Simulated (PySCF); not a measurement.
3-acetoxypyridine, C$_{7}$H$_{7}$NO$_{2}$

Molfile (atoms numbered from 1):
```
C7H7NO2
     RDKit          3D

 17 17  0  0  0  0  0  0  0  0999 V2000
    3.1111    0.2036   -0.3373 C   0  0  0  0  0  0  0  0  0  0  0  0
    1.7362    0.0055    0.2224 C   0  0  0  0  0  0  0  0  0  0  0  0
    1.4710   -0.2635    1.3583 O   0  0  0  0  0  0  0  0  0  0  0  0
    0.8103    0.1553   -0.7605 O   0  0  0  0  0  0  0  0  0  0  0  0
   -0.5384    0.0308   -0.5341 C   0  0  0  0  0  0  0  0  0  0  0  0
   -1.1210   -0.8636    0.3610 C   0  0  0  0  0  0  0  0  0  0  0  0
   -2.5122   -0.8937    0.4183 C   0  0  0  0  0  0  0  0  0  0  0  0
   -3.2483   -0.0465   -0.4075 C   0  0  0  0  0  0  0  0  0  0  0  0
   -2.6843    0.8020   -1.2640 N   0  0  0  0  0  0  0  0  0  0  0  0
   -1.3609    0.8397   -1.3228 C   0  0  0  0  0  0  0  0  0  0  0  0
    3.8282    0.3030    0.4849 H   0  0  0  0  0  0  0  0  0  0  0  0
    3.3778   -0.6724   -0.9488 H   0  0  0  0  0  0  0  0  0  0  0  0
    3.1410    1.0837   -0.9935 H   0  0  0  0  0  0  0  0  0  0  0  0
   -0.5106   -1.5025    0.9965 H   0  0  0  0  0  0  0  0  0  0  0  0
   -3.0204   -1.5751    1.1041 H   0  0  0  0  0  0  0  0  0  0  0  0
   -4.3435   -0.0552   -0.3748 H   0  0  0  0  0  0  0  0  0  0  0  0
   -0.8944    1.5352   -2.0301 H   0  0  0  0  0  0  0  0  0  0  0  0
  1  2  1  0
  2  3  2  0
  2  4  1  0
  4  5  1  0
  5  6  1  0
  6  7  2  0
  7  8  1  0
  8  9  2  0
  9 10  1  0
 10  5  2  0
  1 11  1  0
  1 12  1  0
  1 13  1  0
  6 14  1  0
  7 15  1  0
  8 16  1  0
 10 17  1  0
M  END
```

Theory: quadratic response CAM-B3LYP/aug-cc-pVDZ first hyperpolarisability, Taylor convention, gas phase in PySCF. Geometry: PBE0-D3(BJ)/def2-SVP.

(1) Give the tensor of the second harmonic β(−2ω;ω,ω) at 1064 nm in the axes of these coordinates.

Answers

(1) In au, Taylor convention; rows are the first index (the induced dipole):
```csv
,xx,yy,zz,xy,xz,yz
x,+66.6,+31.8,-3.0,+20.4,-72.7,-2.6
y,+18.2,+20.2,-18.0,+31.1,-4.3,+24.3
z,-69.1,+24.4,+12.1,-4.1,-3.1,-17.5
```
Norm of βᵢ = ⅓ Σⱼ (βᵢⱼⱼ + βⱼᵢⱼ + βⱼⱼᵢ): 103.5 au, hyper-Rayleigh value 58.4 au.
